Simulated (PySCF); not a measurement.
# Dipole response of Ne²⁺ (neon, charge +2)

[He] 2s2 2p4, high-spin 3P determinant. Computed with PySCF 2.14 in dyall-acv3z, with the spin-free X2C one-electron Hamiltonian (Gaussian nucleus). Coupled (time-dependent) response in atomic units; α is the mean over directions.

```tsv
method	mean α (bohr³)	α xx, yy, zz	C₆ (like pair)	S(−4)
UHF	0.8274	0.9007, 0.6807, 0.9007	1.030	0.3553
PBE	0.8669	0.9319, 0.7370, 0.9319	1.103	0.3844
PBE0	0.8526	0.9195, 0.7188, 0.9195	1.078	0.3718
TPSSh	0.8518	0.9166, 0.7222, 0.9166	1.086	0.3563
revPBE	0.8677	0.9331, 0.7369, 0.9331	1.104	0.3857
```

S(−4) is the Cauchy moment in α(ω) = α(0) + S(−4) ω² + …

α(iu) at revPBE:

| u (hartree) | α(iu) (bohr³) |
| --- | --- |
| 0 | 0.8677 |
| 0.0500 | 0.8668 |
| 0.100 | 0.8639 |
| 0.200 | 0.8528 |
| 0.300 | 0.8356 |
| 0.500 | 0.7882 |
| 0.750 | 0.7182 |
| 1.00 | 0.6478 |
| 1.50 | 0.5227 |
| 2.00 | 0.4229 |
| 3.00 | 0.2853 |
| 5.00 | 0.1494 |

A single London oscillator, α(iu) = α/(1 + u²/ω²), gives C₆ = (3/4) ω α². Matching the computed C₆ needs ω = 4 × 1.104 / (3 × 0.8677²) = 1.96 hartree.

For an ion, C₆ is the dispersion term alone; charge-induced terms of lower order in 1/R come first.

The components differ because the open shell of this determinant is not spherical; for a pure term their mean is the scalar polarisability.
